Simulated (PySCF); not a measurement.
# Reading the logs of faulty runs: BClH4NSi cation

Calculated results; nothing here was measured. They come from PySCF 2.14.0, an open-source quantum chemistry program, on an isolated molecule that a program drew, which may never have been made. The molecule is BClH4NSi cation (charge +1, singlet), drawn as the SMILES string `NB[SiH+]Cl`.

Each row is a Hartree-Fock (HF) and frozen-core CCSD(T) single point in the cc-pV(D+d)Z basis, meant for a local HF minimum. Run 1 is clean. Each other run has one planted mistake out of seven kinds, and not every kind appears here: one electron removed, one electron added, multiplicity raised by two, geometry at a saddle point, minimal basis STO-3G, one bond length entered in bohr, all coordinates scaled. The reference is restricted for singlets and unrestricted otherwise, and also for a bond in bohr. Adding or removing an electron swaps singlet and doublet. Electrons count all cores. HOMO and LUMO are orbital energies over both spins, the gradient is its largest component, and the lowest frequency (negative if imaginary) is given only where the gradient is small. Bond lengths are over the 7 bonds as drawn. T1 is the CCSD diagnostic: over 0.02 (restricted) or 0.045 (unrestricted) a single reference is doubtful.

Geometry of the clean run:
```xyz
8
BClH4NSi cation, angstrom
N    -1.0414    1.8902    0.9893
B    -0.2000    0.8464    0.7400
Si   -1.0185   -1.0176    0.4054
Cl    0.1437   -2.5659    0.0119
H    -2.0410    1.8547    1.0304
H    -0.6809    2.8131    1.1565
H     0.9847    0.9154    0.6971
H    -2.4369   -1.3921    0.4169
```

| run | electrons | basis functions | <S^2> | HOMO (eV) | LUMO (eV) | gradient (hartree/bohr) | lowest frequency (cm^-1) | mean bond (Å) | longest bond (Å) | T1 | HF (hartree) | CCSD(T) (hartree) | mistake |
|---|---|---|---|---|---|---|---|---|---|---|---|---|---|
| 1 | 46 | 94 | 0.000 | -16.98 | -5.55 | 2.0e-05 | 44 | 1.4376 | 2.063 | 0.0177 | -829.71429 | -830.24505 | no fault |
| 2 | 47 | 94 | 0.772 | -7.08 | 1.77 | 4.9e-02 | - | 1.4376 | 2.063 | 0.0150 | -829.94586 | -830.48329 | one electron added |
| 3 | 46 | 94 | 0.000 | -16.76 | -5.78 | 5.9e-02 | - | 1.5454 | 2.218 | 0.0218 | -829.67586 | -830.21826 | all coordinates scaled |
| 4 | 46 | 32 | 0.000 | -15.90 | -3.20 | 3.7e-02 | - | 1.4376 | 2.063 | 0.0230 | -820.49816 | -820.67784 | ? |

**Which mistake was planted in run 4, and what did it cost?**

It has 32 basis functions where the clean run has 94, with the same electrons and geometry. So the mistake is: minimal basis STO-3G. Subtracting run 1 and multiplying by 627.51 kcal/mol a hartree, the energy moved by 5783.2 kcal/mol in HF and 6003.5 kcal/mol in CCSD(T).

Cautions from the logs. Run 3: T1 is over the limit, so its CCSD(T) energy is less reliable; run 4: T1 is over the limit, so its CCSD(T) energy is less reliable.
